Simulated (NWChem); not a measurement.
System: CH$_{3}$BeF; SMILES [CH3][Be][F]

```xyz
6

Be    -0.0004     0.1531     0.0000
F     -0.0008     1.5304     0.0000
C      0.0001    -1.5257     0.0000
H      0.3832    -1.9276    -0.9427
H     -1.0078    -1.9280     0.1397
H      0.6251    -1.9275     0.8031
```
Atoms are numbered in this order, from 1.

Structure relaxed at the PBE0-D3(BJ)/def2-TZVP level.

 Unshifted, non-relativistic core excitations; the lowest 4 roots alone, so stronger bands may lie above.

Problem. List the first C K-edge excitations from PBE/6-311G** (spherical d), restricted-window TDA (NWChem).

Solution. 
| state | energy (eV) | dipole oscillator strength | leading excitation (squared amplitude) |
|---|---|---|---|
| S1 | 268.0 | 0.0032 | 1s of atom 3 or its equivalents → LUMO (0.99) |
| S2 | 268.1 | 0.0004 | 1s of atom 3 or its equivalents → LUMO+1 (1.00) |
| S3 | 268.1 | 0.0004 | 1s of atom 3 or its equivalents → LUMO+2 (1.00) |
| S4 | 270.0 | 0.0053 | 1s of atom 3 or its equivalents → LUMO+3 (0.99) |
